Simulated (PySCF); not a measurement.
Se(Br)(OSiH3) (BrH3OSeSi), SMILES [SiH3]O[Se]Br.

The structure is a stationary point at r2SCAN-D4/def2-SVP. The structure was generated by enumeration, and PubChem lists no compound with its InChIKey, so it may never have been made. One conformer was computed; it need not be the lowest.

These are PBE/def2-TZVP (PySCF) values and carry that method's errors.

```json
{
 "total_energy": "-5341.32236 hartree",
 "highest_occupied_level": "-5.51 eV",
 "lowest_empty_level": "-3.37 eV",
 "orbital_gap": "2.14 eV",
 "dipole_moment": "1.18 D",
 "quadrupole, principal values (traceless, Buckingham form, about the centre of nuclear charge)": "-5.56, 1.63, 3.93 D·Å",
 "mean_static_polarisability": "77.6 bohr³ (11.51 Å³)",
 "polarisability_principal_values": "57.1, 73.6, 102.2 bohr³"
}
```
